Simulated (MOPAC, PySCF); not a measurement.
C$_{2}$H$_{10}$N$_{2}$O$_{2}$Sn, SMILES `C[O][Sn]([NH2])([NH2])[O]C`, neutral singlet in the gas phase. 

Cartesian coordinates (Å):
```xyz
17

C      2.2935    -0.8423     0.0655
O      1.1388    -0.5728     0.8123
Sn    -0.2041     0.7253     0.1620
N      0.6845     2.2364    -0.8288
N     -1.1740     1.2628     1.8534
O     -1.3017    -0.1749    -1.2266
C     -1.6894    -1.5109    -1.0699
H      2.7263     0.0618    -0.4037
H      3.0596    -1.2696     0.7354
H      2.1099    -1.5807    -0.7395
H      0.3657     2.3084    -1.7929
H      0.5665     3.1393    -0.3749
H     -2.1854     1.2910     1.7378
H     -0.9605     0.6199     2.6150
H     -0.8609    -2.1692    -0.7449
H     -2.5126    -1.6335    -0.3378
H     -2.0561    -1.8910    -2.0388
```
Charge 0, spin multiplicity 1.

All levels are single points at this geometry (PBE0-D4/def2-SVP); Pople sets use spherical d functions. Orbital energies aren't observables, and empty levels follow the basis.

B3LYP/6-311+G** (LANL2DZ on Sn) in PySCF gives dipole (D) = 1.15.

**Question.** Estimate the dipole (D) from each of these levels: B3LYP-D3(BJ)/def2-TZVP in PySCF; PBE-D3(BJ)/def2-TZVP in PySCF; PBE0-D4/def2-TZVP in PySCF; B3LYP/6-31G* (LANL2DZ on Sn) in PySCF; M06-2X/6-31G* (LANL2DZ on Sn) in PySCF; PBE/6-31G* (LANL2DZ on Sn) in PySCF; SVWN5/6-31G* (LANL2DZ on Sn) in PySCF; HF/6-31G* (LANL2DZ on Sn) in PySCF; AM1 in MOPAC; PM3 in MOPAC; PM6 in MOPAC; PM7 in MOPAC.

**Answer.** 
```csv
level,dipole (D)
B3LYP-D3(BJ)/def2-TZVP in PySCF,1.15
PBE-D3(BJ)/def2-TZVP in PySCF,1.13
PBE0-D4/def2-TZVP in PySCF,1.17
B3LYP/6-31G* (LANL2DZ on Sn) in PySCF,1.38
M06-2X/6-31G* (LANL2DZ on Sn) in PySCF,1.42
PBE/6-31G* (LANL2DZ on Sn) in PySCF,1.35
SVWN5/6-31G* (LANL2DZ on Sn) in PySCF,1.39
HF/6-31G* (LANL2DZ on Sn) in PySCF,1.50
AM1 in MOPAC,1.80
PM3 in MOPAC,1.29
PM6 in MOPAC,1.78
PM7 in MOPAC,1.79
```
